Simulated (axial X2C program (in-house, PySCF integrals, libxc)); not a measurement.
# Density and ELF of BTe

All values were computed with an in-house all-electron X2C program for linear molecules (integrals from PySCF). Two-component (2c) means X2C with spin–orbit coupling and atomic mean-field two-electron Coulomb and Gaunt terms. Basis: Te dyall-cv3z [11s12p8d4f1g], B dyall-v3z [7s6p2d1f] (cores contracted in-house); Gaussian nuclei, density fitting, unrestricted open shells. Masses: Te 129.906 u, B 11.009 u.

PBE0, 2c, state Ω = 1/2 (⟨Sz⟩ = 0.49, ⟨Lz⟩ = 0.01 at PBE0); Te at z = 0, B at z = 1.957 Å.

The maps cover the half plane through the axis: z from -2.4 to 4.2 Å along the bond, ρ from 0.15 to 2.25 Å away from it (steps of 0.3 Å, the bottom row nearest the axis).

log10 of the density in e/bohr³:

digits 0 to 9 span -4.66 to 1.83 evenly
```
00112222222222221111000
01122333333333222221100
11223334444333333222110
12233444444444443332211
12334455555444444433221
22344556665555554443321
22344567776555555544322
23345568986555775544322
```

Electron localisation function (collinear form, no current term, damped to 0 at low density):

digits 0 to 9 span 0.00 to 1.00 evenly
```
00001234443221000000000
00013456665432211110000
00135677776554333442100
00246787777665556776410
01367775456677678898740
02467642223677679999972
02467426762487007999983
02566345754282992999984
```

Axial spin density in 10⁻³ e/bohr³:

digits 0 to 9 span -5.98 to 5.98 evenly, values beyond are clipped
```
55554444444455555555555
55554444444455555555555
55555444444455555555555
55555443334555667765555
55555542135655799987555
55566752237876999999655
55568975449999999999755
55679969097999999999865
```

Occupations by symmetry block were frozen at the best pattern of an incomplete PBE0 search. Density functionals use the spin component along the axis (collinear).
